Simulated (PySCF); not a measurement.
**Radial density of Tm⁶⁶⁺ (thulium, charge +66)**

B3LYP, [He] 2s1, 2S determinant. Calculation: PySCF 2.14, in an even-tempered Gaussian basis (18 s from 44 bohr⁻², ratio 2.2; 8 p from 67 bohr⁻², ratio 2.4; 5 d from 200 bohr⁻², ratio 2.4; 5 f from 300 bohr⁻², ratio 2.4; 4 g from 450 bohr⁻², ratio 2.4); the spin-free X2C one-electron Hamiltonian (Gaussian nucleus).

| r (bohr) | 4πr²ρ (e/bohr) | 4πr²(ρα − ρβ) |
| --- | --- | --- |
| 0.0152 | 78.80 | 2.6900 |
| 0.0256 | 43.00 | -0.0094 |
| 0.0430 | 15.56 | 6.1573 |
| 0.0724 | 14.01 | 13.5923 |
| 0.122 | 4.404 | 4.4023 |
| 0.205 | 0.1114 | 0.1114 |
| 0.344 | 7.599e-05 | 0.0001 |

Densities and radii are taken from the X2C orbitals without a picture-change correction, which distorts them close to the nucleus.

Task: Where is the radial spin density 4πr²(ρα − ρβ) most negative, and why is it negative at all?

Result: Around r = 0.0256 bohr, down to -0.0094 e/bohr: exchange with the open shell polarises the paired shells in an unrestricted calculation.
